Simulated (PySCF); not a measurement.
CHCl2, multiplicity 2. Atoms are numbered in the order given.

```xyz
4

Cl    -0.0084     0.1706    -1.4677
C      0.0874    -0.6812     0.0000
Cl    -0.0084     0.1706     1.4677
H     -0.2374    -1.7117     0.0000
```
Charge 0, spin multiplicity 2.

Coordinates come from a r2SCAN-D4/def2-TZVP optimisation. The isomer is the one that the SMILES or the coordinates give; other isomers of the formula were not compared.

The numbers are results of TDA-PBE/def2-SVPD (PySCF), not measurements.

Vertical excitations. Isolated molecule, no solvent.

```json
[
 {"state": "root 1", "energy (eV)": "3.91", "λ (nm)": "317", "f": "0.000", "main pairs": "α HOMO→LUMO 99 %"},
 {"state": "root 2", "energy (eV)": "4.65", "λ (nm)": "266", "f": "0.000", "main pairs": "β HOMO→LUMO 98 %"},
 {"state": "root 3", "energy (eV)": "4.89", "λ (nm)": "253", "f": "0.000", "main pairs": "β HOMO−2→LUMO 99 %"},
 {"state": "root 4", "energy (eV)": "5.10", "λ (nm)": "243", "f": "0.002", "main pairs": "α HOMO→LUMO+1 82 %, β HOMO−1→LUMO 17 %"},
 {"state": "root 5", "energy (eV)": "5.31", "λ (nm)": "234", "f": "0.002", "main pairs": "α HOMO→LUMO+2 99 %"},
 {"state": "root 6", "energy (eV)": "5.32", "λ (nm)": "233", "f": "0.083", "main pairs": "α HOMO→LUMO+1 17 %, β HOMO−1→LUMO 77 %"},
 {"state": "root 7", "energy (eV)": "6.05", "λ (nm)": "205", "f": "0.008", "main pairs": "α HOMO→LUMO+3 100 %"},
 {"state": "root 8", "energy (eV)": "6.37", "λ (nm)": "195", "f": "0.036", "main pairs": "α HOMO→LUMO+4 58 %, β HOMO−3→LUMO 40 %"},
 {"state": "root 9", "energy (eV)": "6.49", "λ (nm)": "191", "f": "0.001", "main pairs": "α HOMO→LUMO+5 99 %"},
 {"state": "root 10", "energy (eV)": "6.62", "λ (nm)": "187", "f": "0.001", "main pairs": "α HOMO→LUMO+4 42 %, β HOMO−3→LUMO 53 %"}
]
```
Unrestricted roots are not spin-pure.
